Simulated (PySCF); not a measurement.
# Bond length, frequency and bond energy of ZnP by level of theory

State: ⁴Σ⁻ (quartet), unpaired electrons σ ↑, π ↑↑. Set-up: basis Zn x2c-TZVPPall, P x2c-TZVPPall; spin-free X2C with a Gaussian nucleus; PySCF 2.14. De refers to Zn + P in their high-spin ground configurations, without counterpoise correction. The functionals are run spin-unrestricted. A positive dipole means Zn(−)P(+). Levels whose curve was spin-contaminated or gave no clean fit are not listed.

| Level | Re (Å) | ωe (cm⁻¹) | De (eV) | μ (D) | CPU s a point (SCF and correlation, without the integrals) |
| --- | --- | --- | --- | --- | --- |
| UHF-MP2 | 2.421 | 195 | 0.060 | n/a | 4.1 |
| UHF-SCS-MP2 | 2.460 | 180 | -0.007 | n/a | n/a |
| PBE | 2.441 | 215 | 0.472 | -0.61 | 2.3 |
| revPBE | 2.467 | 204 | 0.358 | -0.69 | 1.4 |
| BP86 | 2.445 | 212 | 0.453 | -0.61 | 1.4 |
| r²SCAN | 2.386 | 243 | 0.55 | -0.81 | 3.2 |
| B3LYP | 2.496 | 187 | 0.276 | -0.72 | 3.9 |
| PBE0 | 2.423 | 227 | 0.431 | -0.86 | 4.6 |
| CAM-B3LYP | 2.436 | 209 | 0.274 | -0.80 | 6.8 |
| B2PLYP | 2.463 | 196 | 0.226 | -0.98 | 4.4 |

Q: What does a quarter of exact exchange do here, going from PBE to PBE0?

A: PBE0 less PBE: -1.8 pm in Re, +5.6 % in ωe, -0.04 eV in De. Exact exchange removes part of the self-interaction that spreads semilocal densities, and in most molecules shortens and stiffens the bond and lowers De; so it does here.

Q: What does the step from GGA to meta-GGA do here, going from PBE to r²SCAN?

A: r²SCAN less PBE: -5.5 pm in Re, +13.0 % in ωe, +0.08 eV in De. 

Correlated steps freeze 10 core orbitals. The bond is weak. Basis-set superposition, not corrected here, can be much of De in a small basis, most of all at correlated wavefunction levels. Functionals without a dispersion term scatter widely for such bonds, and LDA overbinds them. B2PLYP dipoles, levels and charges come from its SCF part alone. A negative De means that the minimum lies above the separated atoms at that level. The state is the lowest determinant that a PBE0 search found; another state may lie lower at other levels.

The whole job (state search and all levels along the bond) took about 5.4 min on 2 threads of Arm Neoverse V2 (shared host), peak memory 4.2 GiB.
